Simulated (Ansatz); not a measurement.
`C=C[SiH](O)O[SiH2]O` + `O[SiH2]S` → `C=C[SiH](O)S[SiH2]O` + `O[SiH2]O`  (ligand exchange at the Si–O bond)

Computed with Ansatz on PBE0-D4/def2-TZVP structures; ΔE is electronic, products minus reactants. CBS: MP2 limit from def2 TZ/QZ plus the TZ coupled-cluster correction, frozen cores. DFT in def2-TZVPP. Each species was taken in one conformer, which may not be the lowest.

`C=C[SiH](O)O[SiH2]O`:

Cartesian coordinates in Å:
```
C -1.579 -1.854 0.165
C -1.846 -0.662 -0.362
Si -0.859 0.847 0.029
O -0.339 1.464 -1.412
O 0.413 0.440 0.970
Si 1.997 0.066 0.788
O 2.632 0.808 -0.528
H -2.167 -2.737 -0.070
H -0.754 -1.997 0.857
H -2.687 -0.575 -1.049
H -1.638 1.885 0.748
H -0.137 2.402 -1.430
H 2.097 -1.412 0.677
H 2.754 0.567 1.954
H 2.114 0.756 -1.335
```

`O[SiH2]S`:

Cartesian coordinates in Å:
```
O 0.657 1.343 0.153
Si -0.469 0.196 -0.182
S 0.088 -1.758 0.468
H 0.980 1.391 1.055
H -1.751 0.430 0.530
H -0.635 0.256 -1.649
H 1.130 -1.858 -0.375
```

`C=C[SiH](O)S[SiH2]O`:

Z-matrix (Å, degrees):
```
Si
C 1 1.847
S 1 2.156 2 108.4
O 1 1.639 2 108.1 3 -121.4
H 1 1.487 2 112.2 3 117.6
C 2 1.329 1 124.6 3 -11.0
H 2 1.089 1 116.9 3 169.9
Si 3 2.122 1 95.6 2 -178.7
H 4 0.964 1 115.1 2 170.8
H 6 1.086 2 121.9 1 1.2
H 6 1.086 2 122.0 1 -179.0
O 8 1.658 3 111.6 1 58.6
H 8 1.479 3 111.9 1 -57.1
H 8 1.483 3 106.1 1 -179.8
H 12 0.960 8 116.1 3 65.6
```

`O[SiH2]O`:

Z-matrix (Å, degrees):
```
Si
O 1 1.642
O 1 1.642 2 113.5
H 1 1.481 2 111.5 3 116.9
H 1 1.481 2 103.8 3 -121.2
H 2 0.958 1 117.7 3 -66.0
H 3 0.958 1 117.7 2 -66.0
```

| level | ΔE (kJ/mol) |
| --- | --- |
| PBE-D4 | 34.8 |
| r2SCAN-D4 | 48.4 |
| ωB97M-V | 51.6 |
| CCSD/CBS(def2) | 56.7 |

What does CCSD(T)/CBS give? (Best estimate.)

The calculation gave: +51.1 kJ/mol. The listed levels differ from it by -16.3, -2.7, 0.5, 5.6 kJ/mol.

Largest T1 diagnostic among the species: 0.012.

From PBE to PBE0 (25 % exact exchange), in def2-TZVPP and without D4, ΔE moves by +6.0 kJ/mol. The D4 term adds −5.1 kJ/mol with B3LYP and −2.4 kJ/mol with PBE0; it sums over pairs of atoms, weighted by their polarisabilities, and B3LYP, whose exchange is more repulsive, gets the larger term.

B3LYP here is the variant with VWN-RPA as its local correlation; programs differ in this.
